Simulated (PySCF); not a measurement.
Excitation energy of Mg⁺ by level of theory

Mg⁺ [Ne] 3s1 (2S) → Mg⁺ [Ne] 3p1 (2P), as a difference of total energies. Calculation: PySCF 2.14, in x2c-QZVPPall (9s6p5d2f, 66 functions); the spin-free X2C one-electron Hamiltonian (Gaussian nucleus). Correlated levels: valence and next inner shell: 1s2 frozen. The calculations carry no spin-orbit coupling.

```csv
method,excitation energy (eV),error (eV)
UHF,4.297,-0.133
LDA,4.227,-0.203
PBE,4.076,-0.354
PBE0,4.135,-0.295
r2SCAN,4.045,-0.385
PW91,4.085,-0.345
wB97M-V,4.378,-0.052
B97-3,4.056,-0.374
LC-wPBE,4.277,-0.153
ROHF,4.296,-0.134
MP2 (valence and next inner shell),4.416,-0.014
SCS-MP2 (valence and next inner shell),4.388,-0.042
```

Reference: 4.43 eV (measured; NIST levels, between the centres of gravity of the two terms).

Errors of the correlated levels include the incompleteness of this basis and the frozen core.

The basis was made for the ground configuration and has no added diffuse functions, so the excitation energy can come out too high.
